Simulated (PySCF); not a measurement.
Fill in the blanks.

Species: C₅H₇S₂ (doublet state).
Geometry (GFN2-xTB, Å), atoms numbered from 1 in this order:
```xyz
14
C5H7S2 angstrom
C     -2.8403    0.0344   -0.1859
S     -1.6810   -1.2054    0.4683
C     -0.1623   -0.4777    0.0751
C      1.0405   -1.1755   -0.0544
C      2.1414   -0.4026   -0.2342
C      1.8798    1.0632   -0.2342
S      0.0835    1.2603    0.0165
H     -2.6716    0.9807    0.3197
H     -3.8390   -0.3350    0.0217
H     -2.6875    0.1396   -1.2556
H      1.0526   -2.2512   -0.0274
H      3.1414   -0.7665   -0.3770
H      2.3960    1.5891    0.5747
H      2.1458    1.5462   -1.1792
```

```tsv
property	level	value
point group of the GFN2-xTB geometry	GFN2-xTB	?
rotational constants A, B, C of the GFN2-xTB geometry	GFN2-xTB	?
isotropic g value	unrestricted B3LYP/pcH-1, mean-field spin–orbit	?
spin squared ⟨S²⟩	unrestricted B3LYP/pcH-1	0.768
largest isotropic hyperfine couplings (means over sets of like nuclei)	unrestricted B3LYP/pcH-1, mean-field spin–orbit	?
```

Gas-phase values; electronic properties from PySCF, density fitting. Geometry: GFN2-xTB, one conformer, isolated molecule. Hyperfine couplings depend on the geometry, which wasn't re-optimised at a DFT level. The unpaired spin is shared among atoms: the largest Mulliken spin population is 0.50. Couplings of like nuclei are plain means over topologically equivalent atoms, as if these changed places fast (by rotation of a methyl-like group, say); in this geometry the members of some sets differ.

(1) Give the point group of the GFN2-xTB geometry.

(2) What are the largest isotropic hyperfine couplings (means over sets of like nuclei)?

(3) Give the isotropic g value.

(4) Give the rotational constants A, B, C of the GFN2-xTB geometry.

Answers

(1) C1.

(2) 1H +89.0 (H13/H14), 13C +65.6 (C3), 13C +43.2 (C5), 13C -37.6 (C4), 1H -33.5 (H12) MHz.

(3) 2.00521.

(4) 3.814, 1.350, 1.030 GHz.

The rotational constants make it an asymmetric top with κ = (2B − A − C)/(A − C) = -0.77, nearer the prolate limit (−1). At 9.50 GHz, hν = g·μB·B₀ (B₀ the magnetic field) puts the centre of the isotropic spectrum, to first order, at 338.5 mT. With B = h/(8π²I), that is 505.379 GHz u Å² over I, the principal moments of inertia are 132.5, 374.4 and 490.7 u Å² (most abundant isotopes); the inertial defect Ic − Ia − Ib is -16.2 u Å² (zero for a rigid planar frame, negative otherwise). ⟨S²⟩ is 0.018 above the pure-spin value S(S + 1) = 0.75. g_iso is shifted by about +2890 ppm from the free-electron value 2.002319.

For the EPR job (B3LYP), time: 70 s of wall time. Hardware: an Arm Neoverse V1 with one thread, no GPU, shared host.
